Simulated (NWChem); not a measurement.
System: CHF, singlet; SMILES [CH]F

Here is an NWChem input.

```
start job
memory heap 200 mb stack 900 mb global 1100 mb
geometry units angstroms noautosym nocenter noautoz
  C      0.152456     0.712169     0.000000
  F     -0.004342    -0.578964     0.000000
  H     -0.911013     1.083269     0.000000
end
basis spherical
  C library def2-svp
  F library def2-svp
  H library def2-svp
end
dft
  xc pbe0
  iterations 150
end
cosmo
  do_cosmo_smd true
  solvent ethanol
end
task dft energy
```

Low-valent species are run as closed-shell singlets; no triplet was tried in these runs. The geometry was optimised at PBE0-D3(BJ)/def2-TZVP. Solvent: ethanol.

Level: PBE0/def2-SVP with SMD (1 M gas to 1 M solution), gas-phase geometry.

### Question
Give the results of this calculation. (PBE0/def2-SVP, SMD on the gas-phase geometry.) Quantities: solvation free energy (kcal/mol); cavity-dispersion-structure term (kcal/mol); dipole in solution (D).

### Answer
```json
{
  "solvation free energy (kcal/mol)": "-0.3",
  "cavity-dispersion-structure term (kcal/mol)": "3.9",
  "dipole in solution (D)": "1.91"
}
```
